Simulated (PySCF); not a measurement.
**Electron correlation in I (iodine, neutral)**

[Kr] 4d10 5s2 5p5, 2P determinant. Computed with PySCF 2.14 in aug-cc-pwCVTZ-PP with ECP28MDF (8s7p6d4f1g, 96 functions), with scalar relativity through the core potential. Frozen: 4s2 4p6 4d10; 7 electrons correlated.

```csv
level,correlation energy (mhartree)
CCSD,-138.37
(T),-4.80
CCSD(T),-143.17
```

Diagnostics: T1 = 0.0073, D1 = 0.0224, largest double amplitude 0.036.

Cost of the coupled-cluster step: about 26 core-seconds, for 7 correlated electrons.

Iterations:

```
CC2 = 0
CCSD nocc = (np.int64(4), np.int64(3)), nmo = (87, 87)
frozen orbitals [[0, 1, 2, 3, 4, 5, 6, 7, 8], [0, 1, 2, 3, 4, 5, 6, 7, 8]]
max_cycle = 100
direct = 0
conv_tol = 1e-08
conv_tol_normt = 1e-06
diis_space = 8
diis_start_cycle = 0
Init t2, MP2 energy = -0.12060088617461
Init E_corr(UCCSD) = -0.120600886175634
cycle = 1  E_corr(UCCSD) = -0.133995310887429  dE = -0.0133944247  norm(t1,t2) = 0.0415147
cycle = 2  E_corr(UCCSD) = -0.13703952152832  dE = -0.00304421064  norm(t1,t2) = 0.0138159
cycle = 3  E_corr(UCCSD) = -0.138408671782318  dE = -0.00136915025  norm(t1,t2) = 0.00580581
cycle = 4  E_corr(UCCSD) = -0.138377545632941  dE = 3.11261494e-05  norm(t1,t2) = 0.000855492
cycle = 5  E_corr(UCCSD) = -0.138365892576438  dE = 1.16530565e-05  norm(t1,t2) = 0.000196359
cycle = 6  E_corr(UCCSD) = -0.138368406153128  dE = -2.51357669e-06  norm(t1,t2) = 6.62815e-05
cycle = 7  E_corr(UCCSD) = -0.138368729526319  dE = -3.23373191e-07  norm(t1,t2) = 1.72689e-05
cycle = 8  E_corr(UCCSD) = -0.13836858427294  dE = 1.45253379e-07  norm(t1,t2) = 5.41319e-06
cycle = 9  E_corr(UCCSD) = -0.138368588974436  dE = -4.70149672e-09  norm(t1,t2) = 1.73743e-06
cycle = 10  E_corr(UCCSD) = -0.138368586279217  dE = 2.69521966e-09  norm(t1,t2) = 3.23515e-07
UCCSD converged
E(UCCSD) = -294.8007877685878  E_corr = -0.1383685862792168
UCCSD(T) correction = -0.00479563419546188
```
